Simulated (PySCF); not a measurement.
A calculated (UHF, PySCF 2.14, pcseg-2, the non-relativistic Hamiltonian (point nucleus)) atom or ion has these occupied shells.

```
shell  electrons  orbital energy (eV)  rms radius, mean of both spins (bohr)
 1s α          1              -466.67                                  0.265
 1s β          1              -465.36                                  0.265
 2s α          1              -58.727                                   1.29
 2s β          1              -54.163                                   1.29
 2p α          1              -48.069                                   1.24
```

Problem. Name the element and its charge.

Solution. N(2+) (nitrogen, charge +2), in [He] 2s2 2p1, 2P determinant.
